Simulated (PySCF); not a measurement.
C2H5AlClF.

```xyz
10

Al     0.2111     0.1347     0.0000
F      1.8666    -0.0419     0.0000
Cl    -0.5054     2.1104     0.0000
C     -0.9642    -1.4129     0.0000
C     -0.2723    -2.7848     0.0000
H     -1.6342    -1.3094     0.8739
H     -1.6342    -1.3094    -0.8739
H      0.3707    -2.9179    -0.8847
H      0.3707    -2.9179     0.8847
H     -1.0047    -3.6092     0.0000
```
Charge 0, spin multiplicity 1.

The structure is a stationary point at B3LYP-D3(BJ)/def2-SVP. The structure was generated by enumeration; whether it is a known compound was not checked. Other conformers were not sampled.

Calculation: HF/pcSseg-1 run with PySCF. Non-relativistic, no solvent.

Q: Give the absolute GIAO shielding of each atom: isotropic value and principal components (ppm). (Estimate from the structure and the level; the computed values follow.)

A: 
| atom | σ(iso) | σ11 | σ22 | σ33 | span |
|---|---|---|---|---|---|
| Al1 | 448.4 | 394.8 | 394.9 | 555.5 | 160.7 |
| F2 | 362.2 | 285.2 | 369.0 | 432.5 | 147.2 |
| Cl3 | 994.0 | 898.0 | 972.9 | 1111.2 | 213.1 |
| C4 | 193.5 | 180.0 | 189.4 | 211.0 | 31.0 |
| C5 | 181.2 | 176.5 | 176.9 | 190.2 | 13.7 |
| H6 | 31.4 | 26.2 | 30.0 | 38.1 | 11.9 |
| H7 | 31.4 | 26.2 | 30.0 | 38.1 | 11.9 |
| H8 | 30.6 | 25.8 | 28.8 | 37.3 | 11.5 |
| H9 | 30.6 | 25.8 | 28.8 | 37.3 | 11.5 |
| H10 | 30.3 | 24.9 | 27.7 | 38.3 | 13.4 |
